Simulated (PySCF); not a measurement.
# Excitation energy of Mg by level of theory

Mg [Ne] 3s2 (1S) → Mg [Ne] 3d2 (3F), as a difference of total energies. All numbers are calculated (PySCF 2.14, the non-relativistic Hamiltonian (point nucleus), in aug-cc-pVQZ (7s6p4d3f2g, 84 functions)). Correlated levels: valence: [Ne] frozen. The calculations carry no spin-orbit coupling.

```csv
method,excitation energy (eV)
UHF,13.159
LDA,13.694
PBE,13.215
PBE0,13.371
r2SCAN,13.173
r2SCAN0,13.414
CAM-B3LYP,14.196
HSE06,13.317
MP2 (valence),13.700
SCS-MP2 (valence),13.916
```

Task: How much does correlation contribute at MP2 (valence)?

Result: 13.700 − (13.159) = 0.541 eV, measured against UHF.

The upper state lies above the first ionisation limit, where it may autoionise and the basis confines it.

The promoted electron is Rydberg-like, and one or two diffuse shells describe it only roughly, which tends to raise the upper state.
